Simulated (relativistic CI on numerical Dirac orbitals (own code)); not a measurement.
**W3+: 4d photoemission**

Computed with this model: Dirac-Coulomb-Breit CI, orbitals from a KLI potential per configuration, model QED, valence Slater integrals scaled by 0.7, multiplet model of photoemission in the sudden approximation; configurations [Xe] 4f14 5d3 → [Kr] 4d9 4f14 5s2 5p6 5d3; 300 K; Lorentzian 4.9 eV and Gaussian 0.6 eV FWHM. Energies are those of the free ion, without screening or charge transfer. The energies are binding energies and can lie tens of eV above those of solids. S is read from ⟨S²⟩ = S(S + 1).

free ion: ground-state S = 1.41, centroid 291.24 eV. Peaks (eV, height): 286.0 (100), 298.8 (65).

Strongest unbroadened transitions for free ion:

| Energy (eV) | Relative strength |
| --- | --- |
| 285.79 | 91.7 |
| 285.92 | 68.4 |
| 286.10 | 94.4 |
| 286.13 | 43.3 |
| 286.40 | 36.0 |
| 286.53 | 4.5 |
| 286.91 | 4.3 |
| 287.66 | 2.5 |
| 287.67 | 2.1 |
| 298.46 | 36.2 |
| 298.57 | 100.0 |
| 299.28 | 4.3 |
| 299.30 | 50.4 |
| 299.51 | 8.2 |
| 299.73 | 10.7 |
| 300.37 | 4.5 |
| 301.04 | 2.2 |
| 301.25 | 5.1 |
